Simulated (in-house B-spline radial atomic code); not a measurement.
Configurations of Tc³⁺, with energies counted from [Kr] (4d3/2)4. Computed with a B-spline radial code for spherical atoms: Dirac-Hartree-Fock, average of each configuration as written, Fermi nucleus of rms radius 4.41117 fm. Energies include first-order Breit, QED and recoil terms.

Occupations are held fixed; configurations that lie above the ionisation limit could autoionise.

| configuration | E - E(ref) (eV) | highest orbital | its <r> (bohr) |
| --- | --- | --- | --- |
| [Kr] (4d3/2)3 (4d5/2)1 | 0.82418 | 4d5/2 | 1.523 |
| [Kr] (4d3/2)2 (4d5/2)2 | 1.3649 | 4d5/2 | 1.521 |
| [Kr] (4d3/2)3 (6f7/2)1 | 34.697 | 6f7/2 | 11.16 |
| [Ar] 3d10 4s2 (4p1/2)2 (4p3/2)3 (4d3/2)1 (4d5/2)3 6s1 | 69.105 | 6s1/2 | 5.025 |
| [Ar] 3d10 4s2 (4p1/2)2 (4p3/2)3 (4d3/2)2 (4d5/2)2 (5g9/2)1 | 75.866 | 5g9/2 | 6.851 |

Q: Order these further configurations by energy, lowest first.
A. [Ar] (3d3/2)3 (3d5/2)6 4s2 4p6 (4d3/2)4 (7f7/2)1
B. [Kr] (4d3/2)2 (4d5/2)1 (7p1/2)1
C. [Ar] 3d10 4s2 (4p1/2)1 (4p3/2)4 (4d5/2)5
D. [Ar] 3d10 4s2 (4p1/2)1 (4p3/2)4 (4d3/2)2 (4d5/2)2 8s1
E. [Kr] (4d3/2)3 (5f7/2)1

A: E (31.89 eV), B (32.851 eV), C (44.01 eV), D (81.677 eV), A (298.51 eV).

Q: How far above the reference does [Ar] 3d10 4s2 (4p1/2)2 (4p3/2)3 (4d3/2)3 (4d5/2)1 (6g7/2)1 lie?

A: 77.184 eV; its least bound orbital is 6g7/2 with <r> = 10.95 bohr.
